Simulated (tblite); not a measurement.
Compound: C6H9FN (doublet state).
Geometry (GFN2-xTB, Å), atoms numbered from 1 in this order:
```xyz
17
C6H9FN angstrom
N      2.8883    0.0014   -0.6929
C      1.5664   -0.4197   -0.5349
C      0.6358    0.3681    0.2429
C     -0.0757   -0.2044    1.4907
F     -0.2495    0.6267    2.5651
C     -0.8302    0.0653    0.2575
C     -1.8097   -0.6613   -0.5823
C     -2.0886    0.7483   -0.1166
H      3.0022    1.0058   -0.6628
H      3.3664   -0.4171   -1.4790
H      1.3775   -1.4642   -0.7063
H      0.9004    1.4171    0.3422
H      0.1289   -1.2139    1.8258
H     -1.5698   -0.8150   -1.6242
H     -2.3705   -1.4712   -0.1385
H     -2.8368    0.9008    0.6480
H     -2.0422    1.5455   -0.8447
```

Computed values, GFN2-xTB/tblite, gas phase, harmonic and unscaled. Against measured fundamentals such values can be off by several per cent, at times by over 20. One conformer, not necessarily the lowest. Open shells enter through the occupations alone, without spin polarisation, and single modes of such species can be off by tens of per cent.

Harmonic wavenumbers (cm⁻¹): 69.4, 129.6, 166.6, 204.7, 216.2, 273.1, 332.9, 382.4, 435.8, 508.4, 547.1, 647.3, 765.2, 797.6, 853.7, 902.3, 927.5, 951.3, 1004.4, 1007.5, 1047.2, 1069.0, 1073.2, 1091.0, 1132.0, 1135.7, 1157.4, 1180.2, 1235.6, 1248.5, 1267.9, 1412.8, 1431.1, 1447.4, 1505.7, 1598.3, 3013.7, 3035.1, 3074.2, 3076.9, 3079.0, 3093.9, 3122.5, 3392.3, 3450.7.

A = 2786, B = 1492, C = 1092 MHz; mass 114.072 u (most abundant isotopes); point group C1, symmetry number 1; spin multiplicity 2.

Task: What is the zero-point energy?

Result: ½Σν̃ = 29747 cm⁻¹ = 355.85 kJ/mol.

Task: What is S at 200 K and 1 bar for an ideal gas of classical rigid rotors and harmonic oscillators?

Result: Translation 159.63, rotation 114.89, vibration 55.69, spin (R ln 2) 5.76: S = 336.0 J/(mol K).

Task: And Cp and H(200 K) − H(0)?

Result: Cp = 104.01 J/(mol K), of which vibrations give 70.76 (their classical limit is 45 R = 374.2); H(200 K) − H(0) = 13.26 kJ/mol without the zero-point energy, 6.61 from vibrations.

Task: What must be added to the electronic energy to get the Gibbs energy at 200 K and 1 bar?

Result: ZPE + [H(200 K) − H(0)] − T·S = 355.85 + 13.26 − 67.20 = 301.91 kJ/mol.

Task: Blend soft modes into free rotors: weight 1/[1 + (100 cm⁻¹/ν̃)⁴] for the oscillator and the rest for a rotor with moment μB/(μ + B), μ = h/(8π²ν), B = 10⁻⁴⁴ kg m². What vibrational entropy results?

Result: 54.11 J/(mol K) in place of 55.69, which changes −T·S at 200 K by +0.32 kJ/mol.

Hindered rotation and anharmonicity are outside this model. Other conformers, if any are populated, would add a mixing term that is left out. The structure is chiral; the term R ln 2 for an equal mix with its mirror image is left out.

On one thread of an Arm Neoverse V2, on a shared host, this took 0.38 s of wall time. The figure is for the frequency step alone.
